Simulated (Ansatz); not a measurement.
Geometry optimisation, RKS PBE0-D4/def2-SVP in Ansatz 0.2.0.

input.yaml

```yaml
crystal:
  periodic: [false, false, false]
  atoms:
    - { symbol: O, position_ang: [-0.34178, -1.64719, 1.09068] }
    - { symbol: Si, position_ang: [-0.21349, -0.38276, 0.28976] }
    - { symbol: O, position_ang: [1.12744, 0.18579, -0.41899] }
    - { symbol: O, position_ang: [-1.35706, 0.68248, -0.04466] }
    - { symbol: H, position_ang: [1.94612, -0.29785, -0.34932] }
    - { symbol: H, position_ang: [-1.16122, 1.45953, -0.56748] }
basis:
  gaussian: { orbitals: def2-SVP }
hamiltonian:
  xc: pbe0
  dispersion: d4
relax:
  f_tol: 0.02
  max_steps: 40
scf:
  lower_state_search: "off"
```

Run as:

```bash
$ ansatz run input.yaml --threads 1 --pin off --max-ram 2048MiB --backend cpu --events-out ev --progress --plain --runs-dir out
```

Q: Where does it end, and by what steps?

A: The forces met the threshold. After 7 steps the energy has fallen by 0.044 eV; O3 moved furthest, 0.04 Å.

| step | energy less start (eV) | largest force component (eV/Å) | accepted |
| --- | --- | --- | --- |
| 0 | 0.0000 | 0.995 | yes |
| 1 | -0.0256 | 0.549 | yes |
| 2 | -0.0385 | 0.119 | yes |
| 3 | -0.0410 | 0.112 | yes |
| 4 | -0.0433 | 0.045 | yes |
| 5 | -0.0435 | 0.025 | yes |
| 6 | -0.0435 | 0.023 | yes |
| 7 | -0.0435 | 0.009 | yes |

```xyz
6
Properties=species:S:1:pos:R:3
O -0.328 -1.664 1.097
Si -0.209 -0.382 0.288
O 1.132 0.217 -0.439
O -1.388 0.691 -0.041
H 1.928 -0.316 -0.333
H -1.135 1.454 -0.572
```

Time of the run: 12 s on 1 thread of Arm Neoverse V1, with other jobs on the host, peak memory 0.11 GiB.
